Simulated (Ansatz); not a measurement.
Calculated with Ansatz (gas phase, PBE0-D4/def2-TZVP geometries, no zero-point term in ΔE). CBS: MP2 limit from def2 TZ/QZ plus the TZ coupled-cluster correction, frozen cores. Functionals use def2-TZVPP. B3LYP here is the variant with VWN-RPA as its local correlation; programs differ in this. Each species was taken in one conformer, which may not be the lowest.

Consider the isomerisation: `BC(C)O[SiH3]` → `CBC[SiH2]O`.

`BC(C)O[SiH3]`:

Z-matrix (Å, degrees):
```
C
C 1 1.528
O 1 1.423 2 111.2
B 1 1.556 2 113.4 3 -128.2
H 1 1.111 2 106.9 3 118.9
H 2 1.093 1 111.0 3 -58.2
H 2 1.092 1 110.6 3 61.4
H 2 1.092 1 110.7 3 -178.3
Si 3 1.641 1 124.4 2 73.5
H 4 1.194 1 121.8 2 130.4
H 4 1.197 1 117.9 2 -51.6
H 9 1.492 3 109.9 1 44.6
H 9 1.490 3 112.7 1 -75.6
H 9 1.481 3 106.7 1 164.5
```

`CBC[SiH2]O`:

Cartesian coordinates in Å:
```
C 0.150 1.806 -1.304
B 0.121 1.300 0.171
C -0.694 0.070 0.630
Si 0.316 -1.493 0.477
O -0.664 -2.722 0.982
H 1.183 1.873 -1.666
H -0.218 2.840 -1.332
H -0.434 1.215 -2.013
H 0.802 1.876 0.979
H -1.576 -0.122 0.007
H -0.983 0.101 1.686
H 0.744 -1.711 -0.933
H 1.545 -1.428 1.317
H -0.292 -3.604 0.999
```

**Question.** Is it downhill or uphill in electronic energy at CCSD(T)/CBS, and by how much? (An estimate is asked.)

**Answer.** Ansatz gave: Downhill: ΔE = -170.7 kJ/mol.

**Question.** What do these levels give: LDA (SPW92), PBE-D4, B3LYP-D4, BHLYP-D4, HF/def2-TZVPP, HF/def2-QZVPP? (An estimate is asked.)

**Answer.** Computed: LDA (SPW92) -173.7, PBE-D4 -172.4, B3LYP-D4 -162.7, BHLYP-D4 -161.8, HF/def2-TZVPP -150.1, HF/def2-QZVPP -150.0 kJ/mol.

**Question.** What do rigid-rotor, harmonic-oscillator terms from PBE0-D4/def2-TZVP frequencies (298.15 K, 1 bar) make of the CCSD(T)/CBS value? (Estimate.)

**Answer.** Computed: ΔZPE = +5.6 kJ/mol, ΔH = -163.9 kJ/mol, ΔS = 14 J/(mol·K), ΔG = -168.0 kJ/mol. Modes under 50 cm⁻¹ make the entropy rough.

Largest T1 diagnostic among the species: 0.011.

Leaving LDA and LC-ωPBE aside and taking each functional with its dispersion term where it has one, the values, not all of them listed here, spread over 18.4 kJ/mol, from B97M-V to BLYP-D4. At CCSD(T), def2-SVP lies +26.9 kJ/mol from the extrapolated value and def2-TZVPP +4.0 kJ/mol. In def2-TZVPP, CCSD(T) changes the Hartree–Fock value by −16.6 kJ/mol (the triples alone add −1.1 kJ/mol) and MP2 by −25.7 kJ/mol.
